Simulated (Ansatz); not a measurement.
Reaction (formal hydrolysis of a Ga–C bond): `C=[CH][GaH][Cl]` + H₂O → `[OH][GaH][Cl]` + `C=C`

Gas-phase electronic energies from Ansatz, PBE0-D4/def2-TZVP geometries. CCSD(T)/CBS is the MP2 limit (def2-TZVPP, def2-QZVPP) plus CCSD(T) − MP2 in def2-TZVPP, frozen cores. This one scheme is used for every species. Functionals use def2-TZVPP. B3LYP here is the variant with VWN-RPA as its local correlation; programs differ in this. For Ga outer-core shells are correlated without core-valence functions, which leaves a few kJ/mol of doubt a bond. Scalar relativity is left out up to krypton. Each species was taken in one conformer, which may not be the lowest.

(1) Is it downhill or uphill in electronic energy at CCSD(T)/CBS, and by how much? (Best estimate.)

(2) What do these levels give: LDA (SPW92), r2SCAN, B3LYP, r2SCAN0, MP2/def2-TZVPP, SCS-MP2/def2-QZVPP? (An estimate is asked.)

(3) What do rigid-rotor, harmonic-oscillator terms from PBE0-D4/def2-TZVP frequencies (298.15 K, 1 bar) make of the CCSD(T)/CBS value? (Best estimate.)

Largest T1 diagnostic among the species: 0.013.

Answers

(1) The calculation gave: Downhill: ΔE = -59.9 kJ/mol.

(2) Computed: LDA (SPW92) -62.8, r2SCAN -69.6, B3LYP -71.1, r2SCAN0 -66.4, MP2/def2-TZVPP -63.4, SCS-MP2/def2-QZVPP -65.5 kJ/mol.

(3) The calculation gave: ΔZPE = +4.0 kJ/mol, ΔH = -59.1 kJ/mol, ΔS = -5 J/(mol·K), ΔG = -57.6 kJ/mol.

In def2-TZVPP, CCSD(T) changes the Hartree–Fock value by +10.0 kJ/mol (the triples alone add +0.9 kJ/mol) and MP2 by +11.0 kJ/mol. From r2SCAN to r2SCAN0 (25 % exact exchange), in def2-TZVPP and without D4, ΔE moves by +3.2 kJ/mol. At CCSD(T), def2-SVP lies −18.2 kJ/mol from the extrapolated value and def2-TZVPP −4.5 kJ/mol.
